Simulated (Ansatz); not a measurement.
C6H13, doublet, geometry from GFN2-xTB; SC-NEVPT2/STO-3G, CASSCF(5,5) (Ansatz, a program for electronic structure).

Here is a job for Ansatz.
Ansatz 0.2 input:
```yaml
crystal:
  periodic: [false, false, false]
  atoms:
    - {symbol: C, position_ang: [-2.21445335, 0.79793767, 0.12555413]}
    - {symbol: C, position_ang: [-1.75417688, -0.56260855, -0.43562399]}
    - {symbol: C, position_ang: [-0.32903467, -0.55604328, -0.82978704]}
    - {symbol: C, position_ang: [0.74988308, -1.06762309, 0.04224140]}
    - {symbol: C, position_ang: [1.96499764, -0.12943646, 0.10994863]}
    - {symbol: C, position_ang: [1.61554628, 1.19913261, 0.76705890]}
    - {symbol: H, position_ang: [-1.64446750, 1.04907704, 1.01646176]}
    - {symbol: H, position_ang: [-2.06417942, 1.58048644, -0.61441417]}
    - {symbol: H, position_ang: [-3.27022122, 0.76141367, 0.38462993]}
    - {symbol: H, position_ang: [-1.92790479, -1.32560285, 0.32739381]}
    - {symbol: H, position_ang: [-2.38159401, -0.79340399, -1.30283316]}
    - {symbol: H, position_ang: [-0.05488349, -0.10347046, -1.76833949]}
    - {symbol: H, position_ang: [0.36282912, -1.24050585, 1.04988044]}
    - {symbol: H, position_ang: [1.10841522, -2.03893219, -0.33480027]}
    - {symbol: H, position_ang: [2.33308415, 0.05012996, -0.90233088]}
    - {symbol: H, position_ang: [2.76273989, -0.61763619, 0.67438508]}
    - {symbol: H, position_ang: [0.82459490, 1.69606414, 0.21029627]}
    - {symbol: H, position_ang: [1.27078672, 1.04095300, 1.78705185]}
    - {symbol: H, position_ang: [2.48422802, 1.85327378, 0.79626676]}
basis:
  gaussian:
    orbitals: STO-3G
correlation: {method: sc_nevpt2, electrons: all, active_space: {window: {electrons: 5, orbitals: 5}}}
magnetization: {spin_polarized: false, initial_magnetization: 1}
```

Problem. Predict the main parts of the log of this Ansatz run.

Solution. 
```
Functional definition: HF
609 factors; integrals over basis functions are off by at most 4.4e-5 eV
mean field evaluation 1: about -6310.6613 eV, gradient 1.7e1 eV
mean field evaluation 2: about -6311.0733 eV, gradient 1.6e1 eV
mean field evaluation 4: about -6312.4612 eV, gradient 9.5e-1 eV
mean field evaluation 8: about -6312.4639 eV, gradient 2.8e-6 eV
mean field -6312.46389949 eV, -231.9787695645 hartree, gradient 6.6e-7 eV, S^2 0.750000; 0 other end points of the search recorded, 0 dependent functions left out
reference -6312.46389949 eV, -231.9787695645 hartree; 25, 24 occupied and 18, 19 virtual orbitals, 609 factors
state -6313.34885534 eV, -232.0112910920 hartree
state -6313.34885534 eV, -232.0112910920 hartree; corrected -6320.73773336 eV, -232.2828273512 hartree
Total energy: -6320.73773336 eV, -232.2828273512 hartree
```
